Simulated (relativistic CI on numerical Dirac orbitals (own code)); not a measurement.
# Nb³⁺ (4d2) in a crystal field

Calculated by Dirac-Coulomb-Breit CI, KLI orbitals optimised for each configuration, QED by a radiative potential, valence Slater integrals scaled by 0.65, one configuration in a parametric crystal field (own radial code).

Field parameters in Wybourne normalisation: D3d B²₀ = −7Dσ, B⁴₀ = −14Dq − 21Dτ, B⁴₃ = −14√(10/7) Dq. The field is a parameter set, without covalency.

S is read from ⟨S²⟩ = S(S + 1).

Levels (cm⁻¹, degeneracy): 0 (1), 42 (2), 1859 (2), 2338 (2), 2701 (1), 2780 (1), 7143 (2), 9531 (1), 9662 (2), 16766 (1), 16800 (2), 17665 (1).

(1) Which field gives this pattern?
A. D3d, 10Dq = 17350, Dσ = -760, Dτ = -60 cm⁻¹
B. D3d, 10Dq = 17350, Dσ = -550, Dτ = -60 cm⁻¹
C. D3d, 10Dq = 17350, Dσ = 760, Dτ = -60 cm⁻¹
D. D3d, 10Dq = 17350, Dσ = 1200, Dτ = -60 cm⁻¹

Results:

(1) A. D3d, 10Dq = 17350, Dσ = -760, Dτ = -60 cm⁻¹, ground level with S = 1.00.
